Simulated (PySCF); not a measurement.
Br, SMILES `[Br]` (charge 0, multiplicity 2)

Method: CAM-B3LYP-D3(BJ)/def2-TZVP in PySCF.

```yaml
highest_occupied_spin_orbital: -10.16 eV
dipole_moment: 0.00 D
total_energy: -2574.2389 Ha
cost: about 4 core-seconds (a rough figure)
```

Bonds (Å): .
Charge 0, spin multiplicity 2.
